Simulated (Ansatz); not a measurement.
```xyz
18

C     0.0000    0.7050    0.0000
C    -1.3410    1.1407    0.0000
C    -2.1698    0.0000    0.0000
C    -1.3410   -1.1407    0.0000
C     0.0000   -0.7050    0.0000
C     1.1024    1.5841    0.0000
C     2.4770    1.2704    0.0000
C     3.0888    0.0000    0.0000
C     2.4770   -1.2704    0.0000
C     1.1024   -1.5841    0.0000
H    -1.6763    2.1726    0.0000
H    -3.2548    0.0000    0.0000
H    -1.6763   -2.1726    0.0000
H     0.8609    2.6419    0.0000
H     3.1535    2.1187    0.0000
H     4.1738    0.0000    0.0000
H     3.1535   -2.1187    0.0000
H     0.8609   -2.6419    0.0000
```

Basis set: def2-TZVP (spherical functions). Charge 0, multiplicity 1.

Computed with Ansatz (development build ahead of 0.2.0); each method stands on the lowest determinant of its kind that the runs found. Restricted functionals stand beside restricted open-shell atoms, which can lie above the unrestricted atoms usual in DFT and then raise those values.

Give the atomization energy at this shape (free ground-state atoms in the same class of orbitals less the molecule, no zero-point energy) of singlet C₁₀H₈ by ωB97X (restricted), PBE0 (restricted), PBE0 (unrestricted), RHF.

| method | atomization energy |
| --- | --- |
| ωB97X (restricted) | 2131.40 kcal/mol |
| PBE0 (restricted) | 2168.06 kcal/mol |
| PBE0 (unrestricted) | 2155.92 kcal/mol |
| RHF | 1589.45 kcal/mol |

Caution: the shape is not the minimum. Caution for ωB97X (restricted): no unrestricted run beside it, a lower state can exist. Caution for RHF: in another basis set an unrestricted determinant lies well below.
